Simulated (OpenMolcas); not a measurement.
**Sc II: CASPT2 settings compared**

* Program: OpenMolcas 26.06
* Basis: ANO-RCC-VDZP [5s4p2d1f]
* Scalar Hamiltonian: X2C, point nucleus
* Active space: 2 electrons in 6 orbitals (3d 4s)
* State averaging: 2S+1 = 3 even, 15 roots; 2S+1 = 1 even, 21 roots kept (CI in the orbitals of an earlier block)
* Spin-orbit coupling: state interaction with AMFI integrals over the reference wave functions, term energies averaged over their components

Methods on the same reference wave functions:
A. CASSCF
B. SS-CASPT2, IPEA 0.75 Eh, imaginary shift 0.4 Eh (closed shells correlated: 2s 2p 3s 3p)
C. SS-CASPT2, IPEA 0.75 Eh, imaginary shift 0.4 Eh (closed shells correlated: none)
D. MS-CASPT2, IPEA 0.75 Eh, imaginary shift 0.4 Eh (closed shells correlated: 2s 2p 3s 3p)
E. MS-CASPT2, IPEA 0.75 Eh, imaginary shift 0.4 Eh (closed shells correlated: none)

Energies in cm⁻¹ above 3d 4s ³D₁, the measured ground level; measured values from NIST Handbook of Basic Atomic Spectroscopic Data.

```csv
Level,A,B,C,D,E,Measured
3d 4s ³D₁,0.0,0.0,0.0,0.0,0.0,0.0
3d 4s ³D₂,61.7,61.1,61.0,60.9,60.9,67.7
3d 4s ³D₃,157,157,157,157,157,178
3d 4s ¹D₂,4196,2840,2690,2720,2640,2541
3d² ³F₂,5235,6080,5600,6070,5600,4803
3d² ³F₃,5329,6170,5690,6170,5690,4884
3d² ³F₄,5455,6300,5820,6300,5820,4988
3d² ³P₀,15036,14610,14330,14610,14330,12074
3d² ³P₁,15069,14640,14360,14640,14360,12102
3d² ³P₂,15095,14710,14430,14710,14430,
3d² ¹D₂,15317,12930,13290,13040,13340,
3d² ¹G₄,17860,16620,17000,16620,17000,14261
4s² ¹S₀,18111,11910,16060,11840,16040,11736
3d² ¹S₀,38676,30550,31010,30630,31030,25955
```

Deviations, from unrounded energies. A percentage is the sum of absolute deviations over the sum of measured energies, with the sign that they share, or ± where signs differ.

```json
{"Against measurement": "mean absolute deviation (cm-1)", "Levels": "11", "A": "2900", "B": "1500", "C": "1700", "D": "1500", "E": "1700"}
{"Against measurement": "fine structure of the ground term (%)", "Levels": "2", "A": "-10.7", "B": "-10.9", "C": "-11.0", "D": "-11.0", "E": "-11.0"}
{"Against measurement": "other terms of the ground configuration (%)", "Levels": "1", "A": "+65.2", "B": "+11.9", "C": "+5.9", "D": "+7.2", "E": "+3.9"}
{"Against measurement": "other configurations (%)", "Levels": "8", "A": "+33.0", "B": "+17.7", "C": "+21.0", "D": "+17.7", "E": "+21.0"}
```

B, D lie about equally close to measurement and A furthest from it. The largest miss of D in the table is 3d² ¹S₀, by +4700 cm-1. The ranking rests on the paired levels alone, and a cruder setting can come out closer through cancelling errors.

Among B to E the level of the table that moves most is 4s² ¹S₀, by 4200 cm-1 (lowest in D, highest in C). Moves below CASPT2's spread within the term are not significant.

The mean deviations of B to E differ by less than CASPT2's widest spread within a term (860 cm-1), so their order carries little weight.

The lowest spin-free term lies below A's lowest term by 0.249 hartree in B, 0.007 hartree in C, 0.249 hartree in D, 0.007 hartree in E.

CASPT2 does not keep the components of a term degenerate, so their means are used; among the terms shown or strongly mixed into the levels shown the widest spread is 860 cm-1 (3d² ³F, D). Terms from blocks run as CI alone lack orbitals of their own. A single d shell beside an s shell can misplace configurations of different d count against each other. Without dynamic correlation excited terms often stand tens of per cent too high (terms of higher spin than the ground term too low), and those without a measured partner can miss by more than the paired ones (holds for A). Computed and measured levels are paired by configuration, term and J; levels that our copy of the source lacks, or whose pairing is in doubt (as where it misses far off the trend of its configuration), stay unpaired and out of the deviations. Only configurations of the active space appear.
